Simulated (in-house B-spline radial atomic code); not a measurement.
# RPA and G0W0 on PBE0: Cr6+

Configuration [Ne] 3s2 3p6, mean-field start PBE0. Computed with a B-spline radial code for spherical atoms: all electrons, non-relativistic, point nucleus, each spin shell either full or empty, empty states to l = 9 with an (l + 1/2)⁻⁴ tail; G0W0 by contour deformation at full frequency.

Command:
```bash
python run_gw.py task.json out
```
Settings (radii: box in bohr, nucleus in fm):
```
Z                        24
electrons                18
configuration            [Ne] 3s2 3p6
hamiltonian              nr
method                   pbe0
lmax                     9
spin_polarised           False
box_radius               9.29
intervals                48
```

Cost of the run: 1.4 s on 1 thread of Arm Neoverse N1, with other jobs on the host.

Energies (hartree):

| term | value |
| --- | --- |
| mean-field total | -1034.46192 |
| Hartree-Fock functional on these orbitals | -1033.86180 |
| direct second order | -1.3617 |
| second-order exchange | 0.45481 |
| SOSEX correction | 0.41797 |

**Question.** What is the RPA correlation energy, and what remains with SOSEX?

**Answer.** RPA gives -1.2025 hartree (-1.82 eV per electron); RPA + SOSEX gives -0.78449, and the second-order doubles -0.90686 hartree (no singles). RPA lacks exchange-type terms and so overcorrelates at short range.

Quasi-particle levels (eV):

```csv
level,occupied,mean field,Σx - vxc,Σc,QP weight,G0W0
3p,yes,-151.77,-8.41,?,?,?
2p,yes,-688.27,-34.07,10.89,0.894,-711.45
3d,no,-99.40,11.07,-3.13,0.972,-91.46
```

G0W0 = mean field + (Σx - vxc) + Σc, with Σc (partial-wave tail included) taken at the quasi-particle energy. Only the outer levels were computed. Levels of low weight are left out.

**Question.** Where does G0W0 put 3p?

**Answer.** At -160.56 eV, with Σc = -0.39 eV and a quasi-particle weight of 0.960. The tabulated removal energy is 160.29 ± 0.06 eV (NIST, semi-empirical); the calculation leaves out relativity, Breit and QED terms, and what these don't explain is the method's own error.
